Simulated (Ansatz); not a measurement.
CH₈AlBOSi (`CB(O)[SiH2][AlH2]`), one more setting.

```yaml
crystal:
  periodic: [false, false, false]
  atoms:
    - {symbol: C, position_ang: [-1.946060, 0.263134, -0.500651]}
    - {symbol: B, position_ang: [-0.651261, -0.605820, -0.628904]}
    - {symbol: O, position_ang: [-0.460388, -1.285812, -1.790697]}
    - {symbol: Si, position_ang: [0.739021, -0.691809, 0.864281]}
    - {symbol: Al, position_ang: [2.105772, 1.338810, 0.800989]}
    - {symbol: H, position_ang: [-1.732673, 1.268630, -0.124651]}
    - {symbol: H, position_ang: [-2.612620, -0.190378, 0.242813]}
    - {symbol: H, position_ang: [-2.493178, 0.342923, -1.443334]}
    - {symbol: H, position_ang: [0.330129, -1.831124, -1.801009]}
    - {symbol: H, position_ang: [1.602804, -1.904415, 0.700821]}
    - {symbol: H, position_ang: [0.064687, -0.791279, 2.193454]}
    - {symbol: H, position_ang: [3.513327, 1.363394, 0.060555]}
    - {symbol: H, position_ang: [1.560941, 2.689047, 1.441232]}
basis:
  gaussian: {orbitals: pcseg-2}
hamiltonian: {xc: {name: B97M-V}}
output: {forces: true}
```

```sh
$ ansatz run in.yaml --threads 4 --pin off --events-out ev --progress --plain --max-ram 10444MiB
```

Shortened log:

```
Functional definition: B97M-V
1426 factors; their error is unknown
mean field evaluation 1: about -18353.4146 eV, gradient 7.1e1 eV
mean field evaluation 2: about -18306.2322 eV, gradient 1.4e2 eV
mean field evaluation 4: about -18364.0259 eV, gradient 1.1e1 eV
mean field evaluation 8: about -18364.3613 eV, gradient 3.6e-1 eV
mean field evaluation 16: about -18364.2963 eV, gradient 5.0e-4 eV
mean field -18364.29628701 eV, -674.8754407804 hartree, gradient 6.1e-5 eV, S^2 0.000000; 0 other end points of the search recorded, 0 dependent functions left out
reference -18364.29638480 eV, -674.8754443744 hartree; 27, 27 occupied and 243, 243 virtual orbitals, 1426 factors
Total energy: -18364.29638480 eV, -674.8754443744 hartree
Atom 0 at    -1.946060     0.263134    -0.500651 Å, force    -0.018118     0.015854     0.045399 eV/Å
Atom 1 at    -0.651261    -0.605820    -0.628904 Å, force    -0.100146     0.030867    -0.041903 eV/Å
Atom 2 at    -0.460388    -1.285812    -1.790697 Å, force     0.191508    -0.095252     0.060336 eV/Å
Atom 3 at     0.739021    -0.691809     0.864281 Å, force     0.011180     0.053481    -0.003615 eV/Å
Atom 4 at     2.105772     1.338810     0.800989 Å, force     0.016061    -0.006439     0.026110 eV/Å
Atom 5 at    -1.732673     1.268630    -0.124651 Å, force    -0.072516    -0.203185    -0.077788 eV/Å
Atom 6 at    -2.612620    -0.190378     0.242813 Å, force     0.118917     0.115198    -0.157446 eV/Å
Atom 7 at    -2.493178     0.342923    -1.443334 Å, force     0.106935    -0.014448     0.192848 eV/Å
Atom 8 at     0.330129    -1.831124    -1.801009 Å, force    -0.203037     0.133247    -0.002631 eV/Å
Atom 9 at     1.602804    -1.904415     0.700821 Å, force    -0.021542     0.033597     0.000594 eV/Å
Atom 10 at     0.064687    -0.791279     2.193454 Å, force     0.028492     0.009935    -0.033854 eV/Å
Atom 11 at     3.513327     1.363394     0.060555 Å, force    -0.094124     0.007441     0.041440 eV/Å
Atom 12 at     1.560941     2.689047     1.441232 Å, force     0.036390    -0.080294    -0.049490 eV/Å
Dipole moment:     0.017790    -0.127058    -0.039308 e Å
```

It took 13 s on 4 threads of an Arm Neoverse V1 on a shared host, with 0.45 GiB of host memory at the peak.
